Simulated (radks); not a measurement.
Problem. The mean radii <r> (bohr) of the occupied orbitals of an atom or ion are listed with their occupations. Calculated with a radial shooting solver on a logarithmic mesh with Libxc functionals: non-relativistic Kohn-Sham, LB94 model potential, spin-polarised, spherical densities, point nucleus.

orbital  occ.      <r>
1s up       1  0.04933
1s down     1  0.04933
2s up       1   0.2209
2s down     1   0.2209
2p up       3   0.1914
2p down     3   0.1914
3s up       1   0.6647
3s down     1   0.6656
3p up       3   0.6848
3p down     3   0.6864
3d down     5   0.7887
3d up       5   0.7817
4s up       1    2.023

Name the element and its charge. Open shells, if any, are filled with parallel spins first.

Solution. Z = 31, gallium, charge +2: Ga2+ in [Ar] 3d10 4s1. The 1s radius gives Z: for a bare nucleus <r> = 1.5/Z, 0.04839 bohr for Z = 31, and screening makes it slightly larger (0.04933 here). The occupations add up to 29, and the charge is Z minus that.
